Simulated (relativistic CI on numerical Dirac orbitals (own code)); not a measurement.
**Crystal-field levels of Pt6+, 5d4**

Calculated by Dirac-Coulomb-Breit CI, orbitals from a KLI potential per configuration, model QED, valence Slater integrals scaled by 0.9, one configuration in a parametric crystal field (own radial code). With so little scaling, terms lie 10 to 35 % too far apart, which can change the order of excited levels.

Field parameters in Wybourne normalisation: Td as Oh with Dq negative (B⁴₀ = 21Dq, B⁴₄ = √(5/14) B⁴₀). The field is a parameter set, without covalency.

S is read from ⟨S²⟩ = S(S + 1).

Levels (cm⁻¹, degeneracy): 0 (1), 7103 (3), 11554 (3), 13700 (2), 15413 (3), 16780 (3), 17940 (1), 19856 (2), 20492 (3), 20658 (1), 21558 (3), 24026 (1).

(1) Which field gives this pattern?
A. Td, 10Dq = -4450 cm⁻¹
B. Td, 10Dq = -8000 cm⁻¹
C. Td, 10Dq = -11550 cm⁻¹
D. Td, 10Dq = -18650 cm⁻¹

Answers

(1) B. Td, 10Dq = -8000 cm⁻¹, ground level with S = 1.57.
